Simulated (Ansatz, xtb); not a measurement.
Relaxing a trial structure of C4H6Mg

The starting geometry of this gas-phase singlet was built from a drawn formula by distance geometry and a force field; its bonds are those of `[MgH][C@@H]1C=CC1`.

```xyz
11

C    -0.6568    1.2088   -2.5380
C     0.5055    0.3735   -2.9486
C     0.6982   -0.0935   -1.6714
C    -0.4971    0.7459   -1.1547
Mg   -2.5230    0.4839   -3.4003
H    -3.9916   -0.1665   -4.0605
H    -0.4377    2.2992   -2.6822
H     0.9980    0.1802   -3.8992
H     1.3645   -0.7507   -1.2146
H    -0.1334    1.5296   -0.4733
H    -1.2759    0.1443   -0.8154
```

Task: Predict what becomes of its bonds when it is optimised with r2SCAN-D4/def2-SVP.

Result: It keeps its bonds, and is `[MgH][C@@H]1C=CC1`.

The energy falls by 0.48 eV over 11 steps:

| step | E − E(last) (eV) |
| --- | --- |
| 1 | 0.481 |
| 2 | 0.086 |
| 3 | 0.028 |
| 4 | 0.006 |
| 5 | 0.003 |
| 7 | 0.002 |
| 8 | 0.001 |
| 9 | 0.000 |
| 10 | 0.000 |
| 11 | 0.000 |

Final geometry (Å):

```
atom    x (Å)    y (Å)    z (Å)
   C  -0.6796   1.2984  -2.5966
   C   0.4756   0.4002  -2.9604
   C   0.6164  -0.1368  -1.7232
   C  -0.4510   0.7508  -1.1295
  Mg  -2.4465   0.4857  -3.4195
   H  -3.8300  -0.2990  -4.0399
   H  -0.5058   2.3847  -2.7188
   H   1.0085   0.2356  -3.9067
   H   1.2348  -0.9376  -1.3045
   H  -0.0732   1.5261  -0.4396
   H  -1.2982   0.2466  -0.6194
```

From the same start GFN2-xTB reaches the same bonding as this run.

The end wasn't checked by frequencies. Run with Ansatz 0.2.0, 22 s on 2 threads of Intel(R) Xeon(R) Processor @ 2.70GHz, with other jobs on the host.
